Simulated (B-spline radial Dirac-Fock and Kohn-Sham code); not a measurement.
X-ray emission lines of Tc

System: neutral technetium in the configuration [Kr] 4d5 5s2.

Input of the calculation (task.json; shells as n, l, electrons):

```json
{"items": [{
  "Z": 43,
  "q": 0,
  "cfg": [[1, 0, 2], [2, 0, 2], [2, 1, 6], [3, 0, 2], [3, 1, 6], [3, 2, 10], [4, 0, 2], [4, 1, 6], [4, 2, 5], [5, 0, 2]],
  "A": 97,
  "rrms": 4.4112,
  "do": ["binding"],
  "screen": [4, 2]
}]}
```

Run with: `python xray_run.py task.json out`

These are calculated numbers from a radial finite-basis atomic code; the model is Dirac-Fock energy differences between relaxed states, corrected for Breit and QED terms. A line energy is the difference of two single-hole energies; the list is a selection of electric-dipole transitions between resolved j subshells. The model has no electron correlation.

```tsv
line	energy (eV)	wavelength (Å)	tabulated (eV)	difference (eV)
K-N3	21004.0	0.59029	21005.1	-1.1
K-N2	21001.1	0.59037	21005.1	-4.0
K-M3	20614.3	0.60145	20619.0	-4.7
K-M2	20594.3	0.60203	20599.1	-4.8
K-L3	18365.5	0.67509	18367.1	-1.6
K-L2	18249.0	0.67940	18250.8	-1.8
L1-N3	3009.1	4.1204	3003.6	+5.5
L1-N2	3006.1	4.1244	3003.6	+2.5
L2-N1	2720.9	4.5567	2725.2	-4.3
L3-O1	2684.2	4.6190	–	–
L1-M3	2619.3	4.7334	2617.5	+1.8
L3-N1	2604.4	4.7605	2608.9	-4.5
L1-M2	2599.3	4.7699	2597.6	+1.7
L2-M4	2538.2	4.8847	2536.8	+1.4
L3-M5	2425.4	5.1119	2424.0	+1.4
L3-M4	2421.7	5.1196	2420.5	+1.2
L2-M1	2247.1	5.5176	2249.2	-2.1
L3-M1	2130.6	5.8192	2132.9	-2.3
M4-N2	213.9	57.969	–	–
M5-N3	213.2	58.165	–	–
```

The tabulated energies are for the element in its standard state (xraylib 4.2 line table). The largest relative deviation is 0.18 %.
